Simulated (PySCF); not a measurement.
Job file and geometry (Å, from PBE0-D3(BJ)/def2-SVP) of a spin–spin coupling run on SMILES CC#[N+][GaH2-][NH]C=O, C3H7GaN2O, PySCF 2.14.0, density-fitted response routines, B3LYP/pcJ-1 Ga:pcSseg-1 indirect spin-spin coupling, non-relativistic, gas phase; density fitting, a coarse starting grid and PySCF grid level 2 are the driver's defaults:

```
$ OMP_NUM_THREADS=1 python probes_run.py task.json out

{"job": {"kind": "j", "xc": "B3LYP", "basis": "pcJ-1"}, "charge": 0, "multiplicity": 1}
C      3.457807    -0.226113     0.664145
C      2.039837    -0.000138     0.468462
N      0.912860     0.185673     0.308400
Ga    -1.254964     0.969228    -0.191480
N     -2.003401    -0.742618     0.458446
C     -3.258959    -0.420763     0.221401
O     -3.484995     0.703472    -0.269540
H      3.777109    -1.116795     0.104137
H      4.025667     0.643976     0.305169
H      3.671453    -0.377054     1.731670
H     -1.125776     2.101865     0.882404
H     -0.909849     1.026145    -1.718147
H     -1.761839    -1.639166     0.860823
H     -4.088904    -1.122857     0.448694
```

Task: What does the program print?

Result: 
```
coarse grid: 55680 points
cycle   1  E = -2227.7772629180  dE =  2.395e-01  |g| = 1.345e+00  |ddm| = 3.259e+00
cycle   2  E = -2227.0446531213  dE =  7.326e-01  |g| = 2.360e+00  |ddm| = 2.310e+00
cycle   3  E = -2227.9375254603  dE = -8.929e-01  |g| = 6.095e-01  |ddm| = 1.937e+00
cycle   4  E = -2228.0018639539  dE = -6.434e-02  |g| = 1.285e-01  |ddm| = 4.046e-01
cycle   5  E = -2228.0039546144  dE = -2.091e-03  |g| = 6.398e-02  |ddm| = 9.752e-02
cycle   6  E = -2228.0047088612  dE = -7.542e-04  |g| = 1.033e-02  |ddm| = 4.025e-02
cycle   7  E = -2228.0047217368  dE = -1.288e-05  |g| = 5.150e-03  |ddm| = 9.141e-03
cycle   8  E = -2228.0047265978  dE = -4.861e-06  |g| = 1.727e-03  |ddm| = 3.469e-03
final grid: 117712 points
cycle   9  E = -2228.0047074152  dE =  3.060e-06  |g| = 4.294e-03  |ddm| = 3.643e-03
cycle  10  E = -2228.0046863089  dE =  2.111e-05  |g| = 1.109e-02  |ddm| = 8.432e-03
cycle  11  E = -2228.0047110940  dE = -2.479e-05  |g| = 4.002e-04  |ddm| = 6.087e-03
cycle  12  E = -2228.0047111209  dE = -2.683e-08  |g| = 9.933e-05  |ddm| = 2.729e-04
cycle  13  E = -2228.0047111227  dE = -1.864e-09  |g| = 2.255e-05  |ddm| = 6.521e-05
cycle  14  E = -2228.0047111228  dE = -9.641e-11  |g| = 4.004e-06  |ddm| = 1.547e-05
converged SCF energy = -2228.0047111228

Indirect spin-spin couplings (Hz)
  i      j    bonds     total        FC       PSO       DSO        SD
  0 C    1 C    1     69.519    71.202    -1.880     0.197         -
  0 C    2 N    2      2.409     2.083     0.373     0.063    -0.110
  0 C    7 H    1    143.574   141.978     1.059     0.536         -
  0 C    8 H    1    143.851   142.265     1.050     0.537         -
  0 C    9 H    1    143.743   142.150     1.057     0.536         -
  1 C    2 N    1    -27.928   -19.754    -1.156    -0.031    -6.987
  1 C    4 N    3     -1.039    -1.036    -0.032     0.010     0.019
  1 C    6 O    5     -0.462    -0.426    -0.087     0.051         -
  1 C    7 H    2    -10.106   -10.057     0.066    -0.116         -
  1 C    8 H    2     -9.971    -9.927     0.067    -0.111         -
  1 C    9 H    2    -10.080   -10.029     0.067    -0.117         -
  1 C   10 H    3      3.004     2.904     0.265    -0.165         -
  1 C   11 H    3      3.011     2.913     0.257    -0.160         -
  2 N    4 N    2      3.147     3.142    -0.011     0.014     0.002
  2 N    5 C    3     -0.489    -0.495    -0.012     0.028    -0.010
  2 N    6 O    4      1.795     1.799     0.008    -0.025     0.013
  2 N    7 H    3     -2.153    -1.985    -0.380     0.174     0.038
  2 N    8 H    3     -2.168    -2.003    -0.371     0.173     0.034
  2 N    9 H    3     -2.157    -1.987    -0.382     0.174     0.038
  2 N   10 H    2     -7.801    -7.763     0.055    -0.068    -0.025
  2 N   11 H    2     -7.876    -7.838     0.055    -0.070    -0.024
  2 N   12 H    3      0.229     0.288     0.018    -0.086     0.008
  4 N    5 C    1    -10.318   -14.929     5.064    -0.142    -0.312
  4 N    6 O    2      2.443     2.974    -2.117    -0.004     1.591
  4 N   10 H    2     -3.503    -3.750    -0.003     0.251    -0.001
  4 N   11 H    2     -3.485    -3.733    -0.004     0.253    -0.001
  4 N   12 H    1    -84.517   -81.128    -2.497    -0.493    -0.399
  4 N   13 H    2     -8.792    -9.349     0.455     0.113    -0.010
  5 C    6 O    1     28.950    16.450    12.640    -0.140         -
  5 C   10 H    3     -0.418     0.041     0.026    -0.484         -
  5 C   11 H    3     -0.446     0.017     0.026    -0.488         -
  5 C   12 H    2      1.658     3.297    -1.197    -0.442         -
  5 C   13 H    1    187.811   187.238    -0.723     1.297         -
  6 O   10 H    4     -4.282    -4.426     0.045     0.100         -
  6 O   11 H    4     -4.364    -4.508     0.046     0.098         -
  6 O   12 H    3     -3.493    -4.191     0.267     0.431         -
  6 O   13 H    2    -12.810   -14.119     1.058     0.251         -
  7 H    8 H    2    -18.322   -18.388     2.918    -2.853         -
  7 H    9 H    2    -18.116   -18.181     2.933    -2.868         -
  7 H   10 H    5      1.040     1.218     0.578    -0.757         -
  7 H   11 H    5      0.306     0.270     0.232    -0.196         -
  8 H    9 H    2    -18.290   -18.356     2.924    -2.858         -
  8 H   10 H    5      0.454     0.437     0.182    -0.164         -
  8 H   11 H    5      0.586     0.551     0.161    -0.125         -
  9 H   10 H    5      0.381     0.344     0.223    -0.186         -
  9 H   11 H    5      1.063     1.234     0.578    -0.749         -
 10 H   11 H    2     39.003    44.098     1.278    -6.372         -
 10 H   12 H    3     -0.379     0.785     1.311    -2.475         -
 10 H   13 H    4      1.537     2.249     1.241    -1.953         -
 11 H   12 H    3     -0.361     0.824     1.328    -2.512         -
 11 H   13 H    4      1.568     2.287     1.247    -1.966         -
 12 H   13 H    3      2.255     2.363     0.320    -0.428         -
```

Size and cost of the density-fitted run: 273 basis functions, 81 s wall time on 1 thread of an Arm Neoverse V2, shared host; peak memory 1.1 GiB.
